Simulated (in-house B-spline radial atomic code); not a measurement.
RPA and G0W0 on Hartree-Fock: Co12+

Configuration [Ne] 3s2 3p3, highest spin, mean-field start Hartree-Fock. Computed with a B-spline radial code for spherical atoms: all electrons, scalar-relativistic (spin-free one-electron X2C), finite nucleus, each spin shell either full or empty, empty states to l = 9 with an (l + 1/2)⁻⁴ tail; G0W0 by contour deformation at full frequency.

Command:
```bash
python run_gw.py task.json out
```
Settings (radii: box in bohr, nucleus in fm):
```
Z                        27
electrons                15
configuration            [Ne] 3s2 3p3
hamiltonian              x2c
method                   hf
lmax                     9
rms_radius               3.7875
spin_polarised           True
box_radius               5.84
intervals                65
```

Run time, properties included: 2.7 s on 1 thread of Arm Neoverse N1, on a shared host.

Energies (hartree):

```json
{"term": "mean-field total", "value": "-1330.71786"}
{"term": "Hartree-Fock functional on these orbitals", "value": "-1330.71786"}
{"term": "direct second order", "value": "-1.0256"}
{"term": "second-order exchange", "value": "0.37112"}
{"term": "SOSEX correction", "value": "0.34989"}
```

Q: What is the RPA correlation energy, and what remains with SOSEX?

A: RPA gives -0.94752 hartree (-1.72 eV per electron); RPA + SOSEX gives -0.59762, and the second-order doubles (MP2) -0.65444 hartree. SOSEX takes back 37 % of the RPA value.

Quasi-particle levels (eV):

```json
{"level": "3p up", "occupied": "yes", "mean field": "-376.46", "Σx - vxc": "0.00", "Σc": "?", "QP weight": "?", "G0W0": "?"}
{"level": "3s down", "occupied": "yes", "mean field": "-400.16", "Σx - vxc": "0.00", "Σc": "-3.69", "QP weight": "0.982", "G0W0": "-403.85"}
{"level": "3s up", "occupied": "yes", "mean field": "-424.39", "Σx - vxc": "0.00", "Σc": "6.44", "QP weight": "0.876", "G0W0": "-417.96"}
{"level": "2p down", "occupied": "yes", "mean field": "-1170.16", "Σx - vxc": "0.00", "Σc": "5.11", "QP weight": "0.982", "G0W0": "-1165.05"}
{"level": "3p down", "occupied": "no", "mean field": "-333.03", "Σx - vxc": "0.00", "Σc": "-3.24", "QP weight": "0.980", "G0W0": "-336.27"}
```

G0W0 = mean field + (Σx - vxc) + Σc, with Σc (partial-wave tail included) taken at the quasi-particle energy. Only the outer levels were computed.

Q: Where does G0W0 put 3p up?

A: At -377.09 eV, with Σc = -0.63 eV and a quasi-particle weight of 0.981. The tabulated removal energy is 378.5 ± 0.7 eV (NIST, semi-empirical); the calculation leaves out spin-orbit coupling, Breit and QED terms, and what these don't explain is the method's own error.
